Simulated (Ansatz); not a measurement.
Coupled-cluster run, C2H4GaIO, SMILES `[I][Ga]1[CH2]C[O]1`.

```yaml
crystal:
  periodic: [false, false, false]
  atoms:
    - {symbol: I, position_ang: [-1.824163, -0.528675, -3.351744]}
    - {symbol: Ga, position_ang: [-0.674205, -0.209537, -1.202999]}
    - {symbol: C, position_ang: [0.664933, 0.648754, -0.028038]}
    - {symbol: C, position_ang: [0.077155, -0.301979, 1.031964]}
    - {symbol: O, position_ang: [-0.953360, -1.057357, 0.382063]}
    - {symbol: H, position_ang: [0.514602, 1.711122, 0.162142]}
    - {symbol: H, position_ang: [1.706992, 0.468406, -0.290760]}
    - {symbol: H, position_ang: [-0.351447, 0.253603, 1.873422]}
    - {symbol: H, position_ang: [0.839495, -0.984327, 1.423940]}
basis:
  gaussian: {orbitals: def2-TZVPP}
correlation: {method: ccsd_t}
output: {orbitals: {seedname: orbitals}}
```

```sh
$ ansatz run in.yaml --threads 4 --pin off --events-out ev --progress --plain --max-ram 10444MiB
```

Output of Ansatz, abridged:

```
Functional definition: HF
1693 factors; integrals over basis functions are off by at most 9.7e-4 eV
mean field evaluation 1: about -64566.7469 eV, gradient 4.3e1 eV
mean field evaluation 2: about -64566.9413 eV, gradient 4.3e1 eV
mean field evaluation 4: about -64571.0810 eV, gradient 4.7e0 eV
mean field evaluation 8: about -64571.1566 eV, gradient 3.8e-1 eV
mean field evaluation 16: about -64571.1570 eV, gradient 1.6e-6 eV
mean field -64571.15695885 eV, -2372.9462503355 hartree, gradient 1.6e-6 eV, S^2 0.000000; 0 other end points of the search recorded, 0 dependent functions left out
16 core orbitals not correlated: weight in the atoms' cores, before any rotation towards them, 1.000 or more for the frozen orbitals, at most 0.000 for the correlated occupied ones
reference -64571.15695885 eV, -2372.9462503355 hartree; 24, 24 occupied and 207, 207 virtual orbitals, 1693 factors
second order -35.16002108 eV of doubles, -0.00000000 eV of singles
cycle   1  -33.52652580 eV  change     1.6e0 eV  update   1.4e-1
cycle   2  -34.45128422 eV  change   -9.2e-1 eV  update   4.4e-2
cycle   3  -34.63361936 eV  change   -1.8e-1 eV  update   2.4e-2
cycle   4  -34.60595211 eV  change    2.8e-2 eV  update   7.7e-3
cycle   5  -34.59834349 eV  change    7.6e-3 eV  update   4.5e-3
cycle   6  -34.60339513 eV  change   -5.1e-3 eV  update   1.8e-3
cycle   7  -34.60290003 eV  change    5.0e-4 eV  update   7.0e-4
cycle   8  -34.60244479 eV  change    4.6e-4 eV  update   2.0e-4
cycle   9  -34.60256250 eV  change   -1.2e-4 eV  update   8.0e-5
cycle  10  -34.60262067 eV  change   -5.8e-5 eV  update   2.7e-5
perturbative correction -1.26749666 eV, -0.0465796432 hartree
Total energy: -64607.02707618 eV, -2374.2644528340 hartree
```

Hardware: 4 threads of an Arm Neoverse V2 on a shared host. Wall time 4.9 min, peak host memory 5.9 GiB.

Correlation energy per correlated electron: -0.747 eV. T1 diagnostic: 0.0134.
